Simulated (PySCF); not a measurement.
# Ionising SrZn

PBE0; PySCF, scalar-relativistic core potentials, basis sets Sr def2-SVP with ECP28, Zn def2-SVP. Neutral (UKS): singlet (closed shell), Re = 3.838 Å, ωe = 48.0 cm⁻¹, De = 0.11 eV, HOMO -3.88 eV, LUMO -1.08 eV.

SrZn⁺ (UKS): doublet (σ ↑), Re = 3.408 Å, ωe = 94.8 cm⁻¹, De = 0.51 eV to Sr⁺ + Zn. The energies at the minima are -1809.55267 hartree for SrZn and -1809.36092 for SrZn⁺.

Q: Work out the adiabatic ionisation energy, without and with harmonic zero-point energies (1 hartree = 27.2114 eV, 1 eV = 8065.5 cm⁻¹), and the change of the bond length.

A: At PBE0: 0.19175 hartree = 5.218 eV between the minima; the zero-point term (94.8 − 48.0)/2 cm⁻¹ = +0.003 eV makes it 5.221 eV. Re changes by -43.0 pm against the neutral. Minus the HOMO energy is 3.88 eV, -1.34 eV from the value between the minima; self-interaction puts the Kohn–Sham level too high, less so with exact exchange. The electron leaves a σ orbital, and the shorter bond of the ion fits an antibonding orbital, or a change in how ionic the bond is.

Closed-shell solutions of metal pairs were not tested for spin polarisation, which can lower them a little. Weak bonds: SrZn. Basis-set superposition, not corrected here, can be much of De in a small basis, most of all at correlated wavefunction levels. Spin–orbit coupling is left out. For an ion De counts to the pair picked by the measured ionisation energies or electron affinities, which need not be the lowest pair at this level. States were picked by a PBE0 search and need not be the measured ground states.
